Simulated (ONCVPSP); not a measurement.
# How hard is this sulfur (S) ONCV potential?

* Element: sulfur
* Generator: ONCVPSP 4.0.1
* Type: optimised norm-conserving Vanderbilt (ONCV)
* Functional: PBEsol
* Relativity: non-relativistic
* Frozen core: [Ne]
* Valence charge: 6
* Reference configuration: 3s2 3p4
* Partial waves: 3s: rc 1.55 bohr, ncon 4, nbas 8, qcut 4 1/bohr, 2 projectors, debl 1.9 Ha; 3p: rc 1.15 bohr, ncon 4, nbas 9, qcut 7.7 1/bohr, 2 projectors, debl 1.9 Ha
* Local potential: polynomial inside 1.00 bohr (lpopt 4, dvloc0 6 Ha)
* Core correction: Teter function, fcfact 2, rcfact 1.7

For each optimised wave give the share of its norm inside rc, the residual kinetic energy above qcut (Ha) and the cutoffs (Ha) for errors of 10, 1, 0.1 and 0.01 mHa per electron.

```tsv
wave	norm inside rc	residual KE	10 mHa	1 mHa	0.1 mHa	0.01 mHa
3s	0.462	6.7e-03	7.3	35.3	69.3	82.2
s projector 2	0.083	6.8e-03	7.3	16.8	41.0	89.1
3p	0.121	7.1e-04	4.3	26.8	179.8	215.9
p projector 2	0.127	1.5e-02	33.5	189.1	267.0	344.2
```

The occupied waves need 35 Ha and 180 Ha for 1 and 0.1 mHa. The cutoffs count occupied waves only; projector 2 of the p channel, the hardest unoccupied one, needs 189 Ha at the loose tolerance. Note: ghosts flagged at negative energy: p at -81.1 eV; no localised positive-energy state flagged. A true bound ghost makes a file unfit for plane-wave use.
